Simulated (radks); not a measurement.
Results of a calculation; reference values are marked as such.
Question: Ionisation of neutral antimony, [Kr] 4d10 5s2 5p3, to Sb+, [Kr] 4d10 5s2 5p2, under several functionals. Scalar-relativistic Kohn-Sham, spin-unpolarised, spherical densities, point nucleus; a radial shooting solver on a logarithmic mesh with Libxc functionals. The NIST Atomic Spectra Database gives 8.608 eV (measured). Rank these functionals by the error of their Delta-SCF ionisation energy: OLYP; AM05; LDA (Slater exchange, Perdew-Zunger correlation); exchange-only LDA; exchange-only PBE; SOGGA; Wu-Cohen GGA.

Answer: From best to worst: LDA (Slater exchange, Perdew-Zunger correlation) 8.521 eV (-0.087); Wu-Cohen GGA 8.354 eV (-0.254); AM05 8.293 eV (-0.316); SOGGA 8.251 eV (-0.357); OLYP 8.097 eV (-0.512); exchange-only PBE 7.515 eV (-1.093); exchange-only LDA 7.431 eV (-1.177). Spin polarisation and multiplet splitting are left out, so open shells lie too high by an amount that depends on their filling. Spin-orbit splitting is averaged out at the scalar-relativistic level.

Beside tabulated values, note that spin-unpolarised runs miss the spin-polarisation part of the exchange energy of open shells.
